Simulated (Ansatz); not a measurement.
Ansatz (a program for electronic structure) job for TiF2I2, SMILES [F][Ti]([I])([I])[F], multiplicity 1, PBE-D3(BJ)/def2-SVP. 

Ansatz 0.2 input:
```yaml
crystal:
  periodic: [false, false, false]
  atoms:
    - {symbol: Ti, position_ang: [0.00000000, -0.00000000, 0.95742617]}
    - {symbol: F, position_ang: [0.00000000, 1.41087275, 1.95377001]}
    - {symbol: F, position_ang: [-0.00000000, -1.41087275, 1.95377000]}
    - {symbol: I, position_ang: [2.08275754, 0.00000000, -0.53048336]}
    - {symbol: I, position_ang: [-2.08275754, 0.00000000, -0.53048336]}
basis:
  gaussian:
    orbitals: def2-SVP
hamiltonian:
  xc: pbe
  dispersion: d3bj
relax: {f_tol: 0.002, max_steps: 200}
```

Program output:

```
WARN ansatz: RAYON_NUM_THREADS=1 ignored (pool sized by the plan → 1); use --threads N
Functional definition: PBE
integrals: 0.07 GiB planned
1308 factors; their error is unknown
mean field: 0.34 GiB planned
mean field evaluation 1: about -44735.1001 eV, gradient 4.8e1 eV
mean field evaluation 2: about -44701.0757 eV, gradient 1.5e2 eV
mean field evaluation 4: about -44730.4556 eV, gradient 6.5e1 eV
mean field evaluation 8: about -44739.3729 eV, gradient 3.8e-2 eV
mean field -44739.37288194 eV, -1644.1416279752 hartree, gradient 1.1e-5 eV, S^2 0.000000; 0 other end points of the search recorded, 0 dependent functions left out
the calculation of the forces begins
reference -44739.37296261 eV, -1644.1416309396 hartree; 45, 45 occupied and 66, 66 virtual orbitals, 1308 factors
relax step   1: F+E_penalty+E_count = -44739.54617218 eV  Δ(F+E_penalty+E_count) = +0.000e0 eV  max|allowed force component| = 2.714e-1 eV/Å  Δτ_max = 0.0000 Å  (46 SCF iters, accepted)
these checks for a lower state are left out or cut short: starts, cluster_reference, orbital_swaps, neighbouring_geometries, increment
integrals: 0.07 GiB planned
1308 factors; their error is unknown
mean field: 0.34 GiB planned
mean field evaluation 16: about -44739.3757 eV, gradient 3.6e-2 eV
mean field -44739.37565841 eV, -1644.1417300086 hartree, gradient 2.2e-5 eV, S^2 0.000000; 0 other end points of the search recorded, 0 dependent functions left out
the calculation of the forces begins
reference -44739.37573904 eV, -1644.1417329716 hartree; 45, 45 occupied and 66, 66 virtual orbitals, 1308 factors
relax step   2: F+E_penalty+E_count = -44739.54826173 eV  Δ(F+E_penalty+E_count) = -2.090e-3 eV  max|allowed force component| = 1.752e-1 eV/Å  Δτ_max = 0.0093 Å  (31 SCF iters, accepted)
these checks for a lower state are left out or cut short: starts, cluster_reference, orbital_swaps, neighbouring_geometries, increment
integrals: 0.07 GiB planned
1308 factors; their error is unknown
mean field: 0.34 GiB planned
mean field -44739.37603244 eV, -1644.1417437539 hartree, gradient 2.2e-5 eV, S^2 0.000000; 0 other end points of the search recorded, 0 dependent functions left out
the calculation of the forces begins
reference -44739.37611300 eV, -1644.1417467145 hartree; 45, 45 occupied and 66, 66 virtual orbitals, 1308 factors
relax step   3: F+E_penalty+E_count = -44739.54879920 eV  Δ(F+E_penalty+E_count) = -5.375e-4 eV  max|allowed force component| = 2.768e-2 eV/Å  Δτ_max = 0.0040 Å  (32 SCF iters, accepted)
these checks for a lower state are left out or cut short: starts, cluster_reference, orbital_swaps, neighbouring_geometries, increment
integrals: 0.07 GiB planned
1308 factors; their error is unknown
mean field: 0.34 GiB planned
mean field evaluation 32: about -44739.3760 eV, gradient 1.4e-5 eV
mean field -44739.37601660 eV, -1644.1417431717 hartree, gradient 6.0e-5 eV, S^2 0.000000; 0 other end points of the search recorded, 0 dependent functions left out
the calculation of the forces begins
reference -44739.37609715 eV, -1644.1417461319 hartree; 45, 45 occupied and 66, 66 virtual orbitals, 1308 factors
relax step   4: F+E_penalty+E_count = -44739.54881307 eV  Δ(F+E_penalty+E_count) = -1.387e-5 eV  max|allowed force component| = 1.475e-4 eV/Å  Δτ_max = 0.0005 Å  (22 SCF iters, accepted)
integrals: 0.07 GiB planned
1308 factors; their error is unknown
mean field: 0.34 GiB planned
mean field -44739.37601660 eV, -1644.1417431717 hartree, gradient 6.0e-5 eV, S^2 0.000000; 1 other end points of the search recorded, 0 dependent functions left out
the calculation of the forces begins
reference -44739.37609715 eV, -1644.1417461319 hartree; 45, 45 occupied and 66, 66 virtual orbitals, 1308 factors
Total energy: -44739.54889362 eV, -1644.1480962852 hartree
Atom 0 at    -0.000000    -0.000000     0.955131 Å, force    -0.000000     0.000000     0.000147 eV/Å
Atom 1 at     0.000000     1.414693     1.960417 Å, force     0.000000    -0.000147     0.000064 eV/Å
Atom 2 at    -0.000000    -1.414693     1.960417 Å, force     0.000000     0.000147     0.000064 eV/Å
Atom 3 at     2.086164     0.000000    -0.535983 Å, force    -0.000013    -0.000000    -0.000138 eV/Å
Atom 4 at    -2.086164     0.000000    -0.535983 Å, force     0.000013    -0.000000    -0.000138 eV/Å
Dipole moment:     0.000000     0.000000    -0.093301 e Å
```

Self-consistency was reached.

Cost: very roughly 15 core-seconds.
